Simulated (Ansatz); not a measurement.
Species: C4H7Cl2 (charge -1, singlet). It need not be the lowest isomer of its formula. Whether it binds its extra electron was not tested at this geometry. 
Structure (B3LYP-D3(BJ)/def2-TZVP (Ansatz, a first-principles code) minimum search):
```xyz
13

C     -2.3718     0.7037     0.3742
C     -1.0505     0.2316    -0.1814
C      0.0060     0.3656     0.8796
C      1.3978    -0.0871     0.4780
Cl     2.2948     1.1325    -0.5576
Cl    -1.2914    -1.7119    -0.3285
H     -2.3138     1.7939     0.4993
H     -3.1984     0.4993    -0.3106
H     -2.6530     0.2764     1.3660
H     -0.2265    -0.1965     1.8185
H      0.0492     1.4233     1.1686
H      1.3466    -0.9926    -0.1195
H      2.0494    -0.2373     1.3378
```
Charge -1, spin multiplicity 1.

Total electronic energies in hartree. Cores are frozen in the correlated levels unless marked. Spin-orbit coupling is left out. Non-relativistic. Basis-set limits of correlation are two-point, X^-3; Hartree-Fock from the larger set. [CCSD(T)-MP2]/basis is that difference in the basis named.

```json
[
 {"level": "HF/6-31G", "program": "Ansatz", "energy (Eh)": "-1074.35033"},
 {"level": "RI-HF/cc-pV(Q+d)Z", "program": "Ansatz", "energy (Eh)": "-1074.60431"},
 {"level": "SVWN5/def2-TZVPD", "program": "Ansatz", "energy (Eh)": "-1072.68112"},
 {"level": "revPBE-D4/def2-TZVPD", "program": "Ansatz + dftd4", "energy (Eh)": "[?]"},
 {"level": "PBE0/STO-3G", "program": "Ansatz", "energy (Eh)": "-1064.54978"},
 {"level": "PBE0/def2-QZVPP", "program": "Ansatz", "energy (Eh)": "-1076.64380"},
 {"level": "r2SCANh/def2-TZVPD", "program": "Ansatz", "energy (Eh)": "-1076.93805"},
 {"level": "r2SCAN0/def2-TZVPD", "program": "Ansatz", "energy (Eh)": "-1076.92459"},
 {"level": "LC-wPBE-D3(BJ)/def2-TZVPD", "program": "Ansatz + dftd3", "energy (Eh)": "-1076.76130"},
 {"level": "MP2/cc-pwCVTZ", "program": "Ansatz", "energy (Eh)": "-1075.68732"},
 {"level": "MP2/cc-pV(Q+d)Z", "program": "Ansatz", "energy (Eh)": "-1075.77474"},
 {"level": "SCS-MP2/STO-3G", "program": "Ansatz", "energy (Eh)": "-1062.91693"},
 {"level": "SCS-MP2/6-31G", "program": "Ansatz", "energy (Eh)": "-1074.79495"},
 {"level": "SCS-MP2/6-31G*", "program": "Ansatz", "energy (Eh)": "-1075.21585"},
 {"level": "SCS-MP2/cc-pwCVTZ", "program": "Ansatz", "energy (Eh)": "-1075.67912"},
 {"level": "CCSD/cc-pV(T+d)Z", "program": "Ansatz", "energy (Eh)": "-1075.73537"},
 {"level": "CCSD/cc-pwCVTZ", "program": "Ansatz", "energy (Eh)": "-1075.74938"},
 {"level": "CCSD/cc-pV(Q+d)Z", "program": "Ansatz", "energy (Eh)": "-1075.82816"},
 {"level": "CCSD(T)/cc-pV(D+d)Z", "program": "Ansatz", "energy (Eh)": "-1075.46098"},
 {"level": "CCSD(T)/aug-cc-pV(T+d)Z", "program": "Ansatz", "energy (Eh)": "-1075.82264"},
 {"level": "CCSD(T) with core electrons (1s frozen past Ne)/cc-pwCVTZ", "program": "Ansatz", "energy (Eh)": "-1076.54290"},
 {"level": "RI-MP2/CBS(aug-cc-pV(T+d)Z,aug-cc-pV(Q+d)Z)+[CCSD(T)-MP2]/aug-cc-pV(D+d)Z", "program": "Ansatz", "energy (Eh)": "-1075.9480"},
 {"level": "RI-MP2/CBS(aug-cc-pV(T+d)Z,aug-cc-pV(Q+d)Z)+[CCSD(T)-MP2]/aug-cc-pV(T+d)Z", "program": "Ansatz", "energy (Eh)": "-1075.9587"}
]
```

### Question
Complete the blanks.

### Answer

- revPBE-D4/def2-TZVPD, energy (Eh): -1076.93350
